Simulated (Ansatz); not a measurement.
Molecule: sum formula H3SiO3 (charge 0, doublet). It need not be the lowest isomer of its formula. 
Geometry from a B3LYP-D3(BJ)/def2-TZVP (Ansatz, a program for electronic structure) optimisation:
```
Si
O 1 1.6371
H 2 0.9606 1 120.20
O 1 1.6372 2 111.23 3 -70.42
H 4 0.9608 1 117.69 2 -29.43
O 1 1.6614 2 115.71 3 51.56
H 1 1.4747 2 106.31 3 163.70
```
Charge 0, spin multiplicity 2.

Parts of the frozen-core correlation energy in 6-31G* (Ansatz, hartree). Frozen orbitals: 8; correlated occupied orbitals by spin: 13 and 12; virtual: 49 and 50. Open shells are spin-unrestricted. Spin-orbit coupling is left out. Non-relativistic.

```tsv
term	value
reference (HF)	-515.32918
MP2 opposite-spin	___
MP2 same-spin	___
CCSD correlation	___
(T)	-0.01066
T1 diagnostic	0.017
largest doubles amplitude	0.030
<S^2> of the reference	0.755
```

### Question
Fill in the missing entries.

### Answer

- MP2 opposite-spin, value: -0.42091
- MP2 same-spin, value: -0.15100
- CCSD correlation, value: -0.60046
